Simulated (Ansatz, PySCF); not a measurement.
Sn(OH)3(SH) (H₄O₃SSn), SMILES [OH][Sn]([OH])([OH])[SH].

The structure is a stationary point at PBE0-D3(BJ)/def2-SVP. The def2 effective core potentials stand for the cores of Sn; spin–orbit coupling is left out. The values are those of a single conformer.

Vertical ionisation energy (IE) and electron affinity (EA) in eV. Rows of orbital energies are one-electron estimates. Where ΔSCF, EOM or ADC give a negative EA the extra electron is unbound and the value depends on the basis.

```tsv
level	IE	EA
−ε(HOMO), −ε(LUMO), PBE0/def2-TZVP (PySCF)	8.00	1.86
−ε(HOMO), −ε(LUMO), PBE/def2-TZVP (PySCF)	…	…
ΔSCF, PBE0/def2-SVPD (Ansatz), final states of multiplicity 2 and 2	10.27	0.46
ΔSCF, PBE/def2-SVPD (Ansatz), final states of multiplicity 2 and 2	9.78	0.65
```

**Question.** Complete the blanks. (An estimate is asked for; the answer gives what the named calculation found.)

**Answer.** 
- −ε(HOMO), −ε(LUMO), PBE/def2-TZVP (PySCF), IE: 6.69
- −ε(HOMO), −ε(LUMO), PBE/def2-TZVP (PySCF), EA: 2.79

**Question.** What vertical singlet–triplet gap does ΔSCF give with PBE0/def2-SVPD (Ansatz, a program for electronic structure) and with PBE/def2-SVPD (Ansatz)? (An estimate is asked for; the answer gives what the named calculation found.)

**Answer.** 4.50 and 4.00 eV (triplet above singlet where positive).
